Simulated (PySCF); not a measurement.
I₃Sb, SMILES [I][Sb+]([I])[I], charge +1, multiplicity 2.

Geometry: PBE-D3(BJ)/def2-SVP. The def2 effective core potentials stand for the cores of I, Sb; spin–orbit coupling is left out.

All values below come from TDA-ωB97X/def2-SVPD (PySCF).

Vertical excitations; the highest root listed may be one member of a degenerate set. Gas-phase values at a fixed geometry.

| state | energy (eV) | λ (nm) | f | main pairs |
|---|---|---|---|---|
| root 1 | 0.97 | 1281 | 0.000 | β HOMO−2→LUMO 95 % |
| root 2 | 1.11 | 1116 | 0.006 | β HOMO→LUMO, β HOMO−4→LUMO (degenerate set) |
| root 3 | 1.11 | 1115 | 0.006 | β HOMO−1→LUMO, β HOMO−3→LUMO (degenerate set) |
| root 4 | 1.42 | 871 | 0.016 | β HOMO−3→LUMO (degenerate set) |
| root 5 | 1.42 | 871 | 0.016 | β HOMO−4→LUMO (degenerate set) |
| root 6 | 2.36 | 526 | 0.004 | β HOMO−5→LUMO 86 % |
| root 7 | 3.31 | 375 | 0.017 | β HOMO−6→LUMO (degenerate set) |
| root 8 | 3.31 | 375 | 0.017 | β HOMO−7→LUMO (degenerate set) |
| root 9 | 3.33 | 372 | 0.007 | α HOMO→LUMO 91 % |
| root 10 | 3.42 | 363 | 0.000 | α HOMO−1→LUMO 63 %, β HOMO−2→LUMO+1 21 % |
Unrestricted roots are not spin-pure.
